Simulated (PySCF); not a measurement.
Ga(Me)(Et)(OEt), SMILES CC[O][Ga]([CH3])[CH2]C (C5H13GaO) (GFN2-xTB optimised geometry):

```
20

Ga    -0.335    -0.101     0.000
C     -0.964    -2.046    -0.015
H     -0.546    -2.568     0.847
H     -0.600    -2.539    -0.918
H     -2.051    -2.115     0.016
C     -1.408     1.681     0.000
C     -2.915     1.452     0.071
H     -1.153     2.239    -0.908
H     -1.075     2.288     0.849
H     -3.185     0.922     0.984
H     -3.257     0.857    -0.776
H     -3.452     2.402     0.057
O      1.409    -0.101     0.000
C      2.642     0.567     0.016
C      2.480     2.081     0.092
H      3.218     0.214     0.881
H      3.196     0.301    -0.895
H      1.939     2.344     1.000
H      3.452     2.568     0.097
H      1.907     2.428    -0.768
```

Computed with PBE0/def2-SVP in PySCF 2.14.0.

Question: What are the frontier orbital energies and the dipole moment?

Answer: HOMO-2 -7.96 eV, HOMO-1 -7.46 eV, HOMO -6.70 eV, LUMO -0.19 eV, LUMO+1 0.58 eV; dipole moment 0.89 D.

Meta-Löwdin charges at PBE0/def2-SVP: Ga1 0.66, C2 -0.51, H3 0.12, H4 0.12, H5 0.11, C6 -0.37, C7 -0.28, H8 0.10, H9 0.10, H10 0.09, H11 0.09, H12 0.10, O13 -0.55, C14 0.06, C15 -0.31, H16 0.09, H17 0.09, H18 0.10, H19 0.10, H20 0.10.
